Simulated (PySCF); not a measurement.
Computed shifts of a molecule C2H8O2Si, PBE0/pcSseg-1 in PySCF, GIAO, gas phase, atoms alike by connectivity averaged where their shifts nearly agree, in ppm (number of nuclei): ²⁹Si: -20.8 (1). ¹³C: 54.7 (2). ¹H: 5.00 (1), 4.91 (1), 3.93 (6). References: ²⁹Si against TMS (σ = 352.7 ppm); ¹⁷O against H2O (σ = 334.2 ppm); ¹³C against TMS (σ = 186.3 ppm); ¹H against TMS (σ = 31.56 ppm), references at their B3LYP-D3(BJ)/def2-TZVP geometries, non-relativistic. The structure is a stationary point at ωB97X-D3(BJ)/def2-SVP. Other conformers were not sampled.

Q: Which structure fits?
(A) CO[SiH2]OC
(B) C[Si](C)(O)O
(C) C[Si@H](O)CO
(D) COC[SiH2]O

A: A, CO[SiH2]OC
